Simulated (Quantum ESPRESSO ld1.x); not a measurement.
Q: Au4+, configuration [Kr] 4d10 4f14 5p6 5d9 (not the ground configuration). All-electron calculation, Dirac Kohn-Sham, Wu-Cohen GGA, spin-unpolarised, spherical densities, point nucleus; open shells are shared between the two j in proportion to 2j + 1. Program: ld1.x of Quantum ESPRESSO 7.5. Some entries of the table are withheld. Estimate them.

orbital  occ.  eigenvalue (hartree)  r(max) (bohr)  <1/r> (bohr^-1)
1s1/2       2            -2966.2017          0.010            95.82
2s1/2       2             -524.8058          0.060            23.54
2p1/2       2                   (1)          0.045            23.49
2p3/2       4                   (2)          0.052            19.14
3s1/2       2             -125.5899          0.170            8.639
3p1/2       2             -115.9444            (3)              (4)
3p3/2       4             -101.0539            (5)              (6)
3d3/2       4              -85.0440          0.135            7.314
3d5/2       6              -81.8442          0.140            7.055
4s1/2       2              -29.0341          0.382            3.655
4p1/2       2              -24.9208          0.382              (7)
4p3/2       4              -21.3465          0.411              (8)
4d3/2       4              -14.6169          0.404            2.950
4d5/2       6              -13.9506          0.414            2.859
5s1/2       0               -6.1022          0.844            1.505
4f5/2       6               -5.3125          0.373            2.492
4f7/2       8               -5.1712          0.376            2.457
5p1/2       2               -4.7364          0.886            1.386
5p3/2       4               -4.0853          0.967            1.247
5d3/2     3.6               -2.1817           1.13           0.9863
5d5/2     5.4               -2.1018           1.16           0.9564
6p1/2       0               -1.3289           2.17           0.5364
6p3/2       0               -1.2239           2.37           0.4949

A: 
(1) 2p1/2 eigenvalue (hartree): -503.3439
(2) 2p3/2 eigenvalue (hartree): -435.8633
(3) 3p1/2 r(max) (bohr): 0.159
(4) 3p1/2 <1/r> (bohr^-1): 8.550
(5) 3p3/2 r(max) (bohr): 0.173
(6) 3p3/2 <1/r> (bohr^-1): 7.416
(7) 4p1/2 <1/r> (bohr^-1): 3.545
(8) 4p3/2 <1/r> (bohr^-1): 3.152
